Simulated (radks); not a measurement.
The numbers below are computed, except where a source is named.
Task: Ionisation of the gold ion Au+, [Xe] 4f14 5d10, to Au2+, [Xe] 4f14 5d9, under several functionals. Scalar-relativistic Kohn-Sham, spin-polarised, spherical densities, point nucleus; open shells are filled with parallel spins first (spin-orbit coupling, left out, can overturn this in heavy ions); a radial shooting solver on a logarithmic mesh with Libxc functionals. The NIST Atomic Spectra Database gives 20.20 eV (measured). Rank these functionals by the error of their Delta-SCF ionisation energy: LDA (Slater exchange, VWN5 correlation); revPBE; SOGGA; XLYP; BP86; exchange-only LDA.

Result: From best to worst: exchange-only LDA 19.866 eV (-0.337); revPBE 20.952 eV (+0.749); SOGGA 20.961 eV (+0.758); XLYP 20.983 eV (+0.780); BP86 21.169 eV (+0.966); LDA (Slater exchange, VWN5 correlation) 21.359 eV (+1.156). Open shells are spherical and high-spin; term and fine-structure splittings are not resolved. Spin-orbit splitting is averaged out at the scalar-relativistic level.
